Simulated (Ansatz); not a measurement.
One change: `ClC1(I)CO1` becomes `BrC1(I)CO1`.

Ansatz, PBE0-D4/def2-TZVP geometries, multiplicity 1. 

Elements past krypton have def2 core potentials. Scalar relativity is left out up to krypton. Spin–orbit coupling is left out; it splits and shifts lone-pair levels of the heavy atoms by tenths of an eV.

```tsv
property	`ClC1(I)CO1`
LUMO energy (ωB97M-V/def2-TZVPP) / eV	0.41
LUMO energy (PBE/def2-TZVPP) / eV	-2.50
zero-point energy (PBE0-D4/def2-TZVP) / kJ/mol	100.0
HOMO–LUMO gap (B3LYP/def2-TZVPP) / eV	5.64
HOMO–LUMO gap (ωB97M-V/def2-TZVPP) / eV	10.34
ideal-gas entropy at 298 K and 1 bar (rigid rotor, harmonic PBE0-D4/def2-TZVP) / J/(mol·K)	327
```

Task: What does the change do to each property? (Estimate.)

Result: Ansatz gave: 
```csv
property,`BrC1(I)CO1`,shift
LUMO energy (ωB97M-V/def2-TZVPP) / eV,0.20,-0.21
LUMO energy (PBE/def2-TZVPP) / eV,-2.69,-0.19
zero-point energy (PBE0-D4/def2-TZVP) / kJ/mol,98.5,-1.5
HOMO–LUMO gap (B3LYP/def2-TZVPP) / eV,5.37,-0.27
HOMO–LUMO gap (ωB97M-V/def2-TZVPP) / eV,10.04,-0.30
"ideal-gas entropy at 298 K and 1 bar (rigid rotor, harmonic PBE0-D4/def2-TZVP) / J/(mol·K)",339,12
```

With PBE0 the HOMO rises by 0.08 eV and the LUMO falls by 0.20 eV, so the gap narrows by about 0.28 eV. PBE moves the HOMO by 0.05 eV and ωB97M-V by 0.09 eV.

Positive LUMOs are unbound, so they and the gaps depend on the basis.

B3LYP here is the variant with VWN-RPA as its local correlation; programs differ in this.
